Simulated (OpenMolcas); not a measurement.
A run on Nb4+ with 6 ligands (sulfide) in octahedral coordination (Oh) at 2.6 Å. A charge of +1.33 e stands 2.8 Å behind each ligand. Ligand basis ANO-RCC-VDZP.

- Program: OpenMolcas 26.06
- Method: SS-CASPT2, IPEA 0.25 Eh, imaginary shift 0.1 Eh (closed shells correlated: 4s 4p and the ligand valence shells)
- Basis: ANO-RCC-VDZP [6s5p3d1f]
- Scalar Hamiltonian: DKH2, point nucleus
- Active space: 1 electron in 5 orbitals (4d)
- State averaging: 2S+1 = 2 even, 5 roots
- Spin-orbit coupling: RASSI with atomic mean-field integrals over the reference wave functions

151 basis functions. Blocks (2S+1, parity, CSFs, roots kept): 2, even, 5, 5.

How long do the CASPT2 steps take on 1 thread of Arm Neoverse V2, with other jobs on the host?

About 12 s of wall time, without the integral step.
